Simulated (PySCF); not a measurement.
## Calculated NMR data

- coordinates at the GFN2-xTB level
- PBE0/pcSseg-1 with gauge-including orbitals
- run in PySCF 2.14.0 with density-fitted response routines
- one conformer, in vacuum, relativity neglected, fast rotation and ring inversion assumed for equivalent nuclei

Scale: TMS for ¹H (σ = 31.72 ppm), ¹³C (σ = 186.93 ppm) (reference shieldings calculated alike). Splittings of carbon signals by F and P are missing where no couplings were computed. Where no couplings were computed, multiplicities follow the n + 1 count of equivalent neighbours, and m marks all less simple cases (inequivalent or close neighbours, rings, F or P nearby). Shifts are as computed. Against solution values, carbons near 30 ppm lie about +3 ppm off and those near 130 ppm about +5 ppm. Of 1211 compounds with measured shifts, 218 miss one by over three times the rms of a fit or turn the order of signals round; such compounds aren't used in these exercises.

**1.** `C1C(P(C(C)=O)(=O)C(C)=O)C1`, C₇H₁₁O₃P. ¹H NMR (400 MHz, computed): δ 2.81 (m, 6H), 0.98 (m, 2H), 0.89 (m, 2H), 0.85 (m, 1H). ¹³C{¹H} NMR (computed): δ 221.7, 33.3, 7.4, 3.1.

**2.** `O=Cc1cccnc1`, C₆H₅NO. ¹H NMR (400 MHz, computed): δ 10.32 (s, 1H), 9.21 (s, 1H), 9.17 (d, 1H), 8.70 (d, 1H), 7.67 (m, 1H). ¹³C{¹H} NMR (computed): δ 195.1 (CH), 160.9 (CH), 160.7 (CH), 141.6 (CH), 135.2 (C), 128.9 (CH).
